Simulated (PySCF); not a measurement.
C₃H₆FOSi (doublet state).
Cartesian coordinates in Å at the GFN2-xTB level; atoms count from 1:
```
atom  x, y, z in Å
C1     2.3534   -0.2452   -0.2382
C2     1.6255    0.3533    0.6440
C3     0.2430    0.5785    1.0425
O4    -0.6499   -0.0220    0.1241
Si5   -1.9675    0.5051   -0.6264
F6    -2.1695   -0.6226   -1.7410
H7     3.4317   -0.1885   -0.2319
H8     1.9405   -0.8517   -1.0461
H9     0.0629    0.1319    2.0293
H10    0.0445    1.6553    1.1125
H11   -3.1403    0.4703    0.2334
H12   -1.7732    1.7643   -1.3282
```

The hyperfine couplings belong to this conformer and change with its torsions.

The species is `C=[C]CO[SiH2]F` [radical].

The calculation used UKS B3LYP, pcH-1 on C F H O Si, non-relativistic, mean-field spin-orbit, GIAO in PySCF. Isolated species at its GFN2-xTB geometry (one conformer only). GFN2-xTB frequencies show an imaginary mode (33i cm⁻¹), so this geometry is no minimum at that level. A GFN2-xTB geometry isn't a minimum of the functional, and hyperfine couplings can be far from their values at a DFT geometry. Stability of the SCF solution: not tested.

The isotropic 13C couplings are +260.3, +66.0, -15.7 MHz. Assign them to C1; C2; C3.

```
site  a_iso (MHz)  ρ(0) (bohr⁻³)                 position  distance from C2 (Å)  spin population  largest |T| (MHz)
  C1        -15.7        -0.0139           1 bond from C2                  1.29            -0.16               17.9
  C2       +260.3        +0.2316  largest spin population                  0.00            +0.99              143.3
  C3        +66.0        +0.0587           1 bond from C2                  1.46            -0.02                7.4
```

The isotropic 1H couplings, averaged over equivalent nuclei, are +183.7, +123.0, +11.8, +2.0 MHz. Assign them to H7; H8; H9/H10; H11/H12.

```csv
site,a_iso (MHz),ρ(0) (bohr⁻³),position,distance from C2 (Å),bound to,spin population there,largest |T| (MHz)
H7,+123.0,+0.0275,"2 bonds from C2, on C1 of spin population -0.16",2.08,C1,-0.16,11.6
H8,+183.7,+0.0411,"2 bonds from C2, on C1 of spin population -0.16",2.10,C1,-0.16,6.7
H9/H10,+11.8,+0.0026,2 bonds from C2,2.10,C3,-0.02,12.2
H11/H12,+2.0,+0.0004,4 bonds from C2,4.48,Si5,+0.01,1.8
```

ρ(0) is the spin density at the nucleus and T the dipolar tensor; a_iso includes a spin–orbit part; entries for several nuclei are means. The largest Mulliken spin populations are on C2 (+0.99), C1 (-0.16) and H8 (+0.09). No atom but C2 exceeds +0.15. The positive populations add up to 1.18 and the negative ones to -0.18, together 2S = 1.

β density exceeds α density at some nuclei, such as C1 (-0.0139), spin density in bohr⁻³. In a single determinant that takes different orbitals for the two spins, that is spin polarisation.

Means are taken over nuclei equivalent by connectivity, which assumes that they swap fast. The 1H value of +11.8 MHz is a mean of couplings from 7.2 to 16.4 MHz in this one geometry, not an average over conformers. The 1H value of +2.0 MHz is a mean of couplings from -0.7 to 4.6 MHz in this one geometry, not an average over conformers.
